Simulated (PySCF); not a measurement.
Basis and Hamiltonian dependence of the excitation energy of Rh²⁺

Rh²⁺ [Kr] 4d7 (4F) → Rh²⁺ [Kr] 4d6 5s1 (6D). Calculated with PySCF 2.14 from differences of total energies of unrestricted determinants, without spin-orbit coupling. Values in eV.

```tsv
basis	Hamiltonian	functions	UHF	LDA	PBE0	MP2 (valence)	CCSD(T) (valence)	CCSD(T) (valence and next inner shell)
aug-cc-pVDZ-PP with ECP28MDF	ECP	54	4.934	4.866	5.212	5.352	5.335	n/a
def2-TZVPPD with the def2 core potential (28 electrons)	ECP	56	4.965	4.940	5.276	5.535	5.517	5.163
ANO-RCC-VTZP	spin-free X2C	68	5.049	5.329	5.519	5.637	5.611	5.328
aug-cc-pwCVDZ-PP with ECP28MDF	ECP	70	4.770	4.719	5.068	5.259	5.232	4.787
x2c-TZVPPall	spin-free X2C	79	4.847	5.167	5.341	5.454	5.430	5.149
def2-QZVPPD with the def2 core potential (28 electrons)	ECP	88	4.812	4.669	5.045	5.395	5.367	n/a
aug-cc-pVTZ-PP with ECP28MDF	ECP	88	4.712	4.596	4.972	5.258	5.231	n/a
x2c-TZVPPall with one added diffuse shell each of s, p, d, f type	spin-free X2C	95	4.836	5.137	5.317	5.433	5.407	5.126
aug-cc-pVTZ-DK	spin-free X2C	102	4.755	4.950	5.164	5.311	5.281	n/a
aug-cc-pVTZ-PP with one added diffuse shell each of s, p, d, f, g type with ECP28MDF	ECP	113	4.712	4.596	4.972	5.259	n/a	n/a
x2c-QZVPPall	spin-free X2C	118	4.756	4.975	5.175	5.340	n/a	n/a
aug-cc-pwCVTZ-PP with ECP28MDF	ECP	122	4.720	4.602	4.973	5.318	n/a	n/a
aug-cc-pwCVTZ-DK	spin-free X2C	136	4.754	4.977	5.173	5.354	n/a	n/a
```

Frozen in the all-electron rows: valence and next inner shell: [Ar] 3d10; valence: [Kr]; with a core potential, the same shells as far as they lie outside it.
